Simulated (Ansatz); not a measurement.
Born–Oppenheimer molecular dynamics of CH4AlClOS (9 atoms, charge 0, multiplicity 1). It goes on from the last frame of an earlier run, with new velocities.

The calculation used UKS r2SCAN-D4/STO-3G in Ansatz.

| Property | Result |
| --- | --- |
| ensemble | NVE (velocity Verlet) |
| time step | 0.5 fs |
| steps asked | 118 |
| starting velocities drawn for | 3000 K |
| seed | 698405 |

First frame:

```xyz
9
Properties=species:S:1:pos:R:3
C 1.562 1.200 0.897
S 0.702 1.279 -0.713
Al -0.977 -0.410 -1.163
O -1.551 -1.300 0.035
Cl -2.131 0.540 -2.634
H 0.717 1.737 1.418
H 2.495 1.738 0.587
H 1.828 0.169 0.906
H -2.407 -1.610 -0.346
```

Q: How far do the bonds stretch over the last three quarters of this one trajectory? (Pairs bonded in most of those frames.)

A: 
```tsv
bond	mean (Å)	spread (Å)	shortest	longest
C1–S2	1.887	0.091	1.73	2.03
C1–H6	1.135	0.102	0.96	1.31
C1–H7	1.127	0.069	0.99	1.25
C1–H8	1.161	0.134	0.93	1.36
S2–Al3	2.087	0.058	2.01	2.24
Al3–O4	1.779	0.129	1.57	1.94
Al3–Cl5	2.146	0.124	1.92	2.29
O4–H9	1.041	0.057	0.95	1.14
```

Pairs bonded in part of these frames only: Al3–H9 11 %.

Mean temperature of the second half: 3131 K. The conserved energy stayed within 3.4 meV per atom of its start (net change 1.2 meV per atom), so the integration is sound. A run of 0.059 ps of so small a system gives no equilibrium averages. Limits of this set-up: minimal basis.

Time of the run: 13 min on 1 thread of Arm Neoverse V1, with other jobs on the host, peak memory 0.18 GiB.
